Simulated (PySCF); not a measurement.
C6H9N.
Structure used (PBE0-D3(BJ)/def2-SVP), in Å, numbered top down from 1:
```xyz
16
C6H9N angstrom
C     -1.6338   -1.0278    0.1349
C     -0.1934   -0.6576    0.1105
C      0.9383   -1.4517    0.1167
C      2.0691   -0.5930    0.0848
C      1.5924    0.6985    0.0598
N      0.2222    0.6526    0.0756
C     -0.6500    1.7951    0.0574
H     -2.1572   -0.6235    1.0184
H     -2.1760   -0.6690   -0.7569
H     -1.7336   -2.1208    0.1639
H      0.9403   -2.5402    0.1421
H      3.1170   -0.8866    0.0806
H      2.1164    1.6519    0.0323
H     -1.2854    1.8320    0.9567
H     -0.0454    2.7103    0.0276
H     -1.3061    1.7875   -0.8277
```

The calculation used TDDFT PBE0/def2-SVPD, vertical, gas phase, core orbitals frozen in the response (PySCF 2.14.0, density-fitted response routines).

Ground-to-excited transition dipoles (e·a0, same axes as the geometry; the sign carries no meaning), for the states with f of 0.002 or more among the lowest 9:

| state | E (hartree) | μx | μy | μz |
| --- | --- | --- | --- | --- |
| S1 | 0.1963 | 0.001 | 0.003 | 0.160 |
| S2 | 0.2250 | -0.001 | -0.005 | -0.290 |
| S3 | 0.2285 | -0.257 | -0.170 | -0.195 |
| S4 | 0.2285 | 0.903 | 0.589 | -0.079 |
| S6 | 0.2366 | 0.048 | -0.249 | 0.004 |
| S8 | 0.2586 | -0.003 | -0.005 | -0.248 |
| S9 | 0.2592 | 0.002 | 0.005 | 0.189 |

Problem. What oscillator strength does each state have?

Solution. f = (2/3) ΔE |μ|² with ΔE in hartree (27.2114 eV).

```tsv
state	|μ|² (au)	|μ| (D)	f
S1	0.026	0.41	0.003
S2	0.084	0.74	0.013
S3	0.133	0.93	0.020
S4	1.169	2.75	0.178
S6	0.064	0.64	0.010
S8	0.062	0.63	0.011
S9	0.036	0.48	0.006
```

Problem. Which bond between heavy atoms lies closest to the direction of the S4 transition dipole?

Solution. C3–C4, at 5° from it; next C1–C2 at 19°.

Problem. What angle do the transition dipoles of S6 and S8 make?

Solution. |cos θ| = |μa·μb| / (|μa| |μb|) = 0.00, so θ ≈ 90° (taken between 0 and 90°, since the signs are arbitrary).

Problem. How is the summed strength of these states shared among x, y and z?

Solution. (2/3) Σ ΔE μα² gives 0.135 for x, 0.067 for y and 0.040 for z, 0.241 in all.

Problem. What peak molar absorption coefficient would the strongest computed level give as a lone Gaussian band 0.4 eV wide at half height?

Solution. ε(max) = 2.175×10⁸ f / FWHM, with the width in cm⁻¹. S4: 2.175×10⁸ × 0.1781 / 3226 ≈ 12000 L mol⁻¹ cm⁻¹.

All these states lie below the vertical ionisation energy of 7.66 eV (ΔSCF).
